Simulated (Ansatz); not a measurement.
C₈H₈O, SMILES `c1ccc2c(c1)COC2`, relaxed with RKS PBE-D4/def2-SVP in the Gaussian-basis code of Ansatz from a rough embedded geometry. The force threshold is 0.03 eV/Å; the program also tests the step.

Total charge 0; spin multiplicity 1.

Start:

```xyz
17

C     1.394   -0.993   -1.421
C     0.307   -1.831   -1.226
C    -0.730   -1.465   -0.380
C    -0.650   -0.245    0.260
C     0.439    0.595    0.064
C     1.472    0.233   -0.776
C     0.241    1.830    0.885
O    -1.009    1.669    1.543
C    -1.593    0.414    1.217
H     2.190   -1.298   -2.084
H     0.267   -2.781   -1.738
H    -1.577   -2.117   -0.227
H     2.317    0.887   -0.929
H     1.034    1.956    1.636
H     0.207    2.737    0.266
H    -1.725   -0.175    2.136
H    -2.583    0.583    0.773
```

By how much does the energy fall, and how many steps does the optimiser take? (Estimate.)

Computed: 2.79 kcal/mol, in 14 steps, 1 of them rejected.

Which bonds change most? (Best estimate.)

Ansatz gave: C3–H12 from 1.080 to 1.101 Å; C6–H13 from 1.080 to 1.101 Å; C7–H14 from 1.099 to 1.120 Å; C2–H11 from 1.080 to 1.101 Å.

Give the relaxed structure. (An estimate is asked.)

Ansatz gave: 
```xyz
17

C     1.412   -1.004   -1.442
C     0.310   -1.855   -1.243
C    -0.740   -1.478   -0.387
C    -0.667   -0.237    0.258
C     0.434    0.613    0.059
C     1.484    0.239   -0.789
C     0.230    1.850    0.895
O    -1.094    1.749    1.415
C    -1.608    0.432    1.227
H     2.224   -1.314   -2.118
H     0.268   -2.824   -1.764
H    -1.601   -2.146   -0.234
H     2.348    0.902   -0.947
H     0.985    1.909    1.721
H     0.321    2.792    0.307
H    -1.653   -0.127    2.197
H    -2.652    0.499    0.844
```
